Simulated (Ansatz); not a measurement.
One change: `C[NH][Ge]([Cl])([NH]C)[NH]C` becomes `C[NH][Ge]([NH]C)([NH]C)[O]C`.

Ansatz, PBE0-D4/def2-TZVP geometries, multiplicity 1. Each molecule was computed in one conformer, which needn't be the lowest.

Scalar relativity is left out up to krypton.

| property | `C[NH][Ge]([Cl])([NH]C)[NH]C` |
| --- | --- |
| HOMO–LUMO gap (PBE/def2-TZVPP) / eV | 4.90 |
| HOMO energy (PBE/def2-TZVPP) / eV | -5.35 |
| size of the dipole moment (B3LYP/def2-TZVPP) / D | 2.52 |
| HOMO–LUMO gap (PBE0/def2-TZVPP) / eV | 7.24 |
| LUMO energy (PBE0/def2-TZVPP) / eV | 0.48 |
| HOMO–LUMO gap (ωB97M-V/def2-TZVPP) / eV | 11.11 |

(1) What does the change do to each property? (Estimate.)

## Answers

(1) Ansatz gave: 
| property | `C[NH][Ge]([NH]C)([NH]C)[O]C` | shift |
| --- | --- | --- |
| HOMO–LUMO gap (PBE/def2-TZVPP) / eV | 4.72 | -0.18 |
| HOMO energy (PBE/def2-TZVPP) / eV | -4.94 | 0.41 |
| size of the dipole moment (B3LYP/def2-TZVPP) / D | 1.26 | -1.26 |
| HOMO–LUMO gap (PBE0/def2-TZVPP) / eV | 6.97 | -0.27 |
| LUMO energy (PBE0/def2-TZVPP) / eV | 0.64 | 0.16 |
| HOMO–LUMO gap (ωB97M-V/def2-TZVPP) / eV | 10.76 | -0.35 |

With PBE0 the HOMO rises by 0.42 eV and the LUMO rises by 0.16 eV, so the gap narrows by about 0.26 eV. PBE moves the HOMO by 0.41 eV and ωB97M-V by 0.43 eV. Dipoles are sizes alone; their direction can turn.

Positive LUMOs are unbound, so they and the gaps depend on the basis.

B3LYP here is the variant with VWN-RPA as its local correlation; programs differ in this.
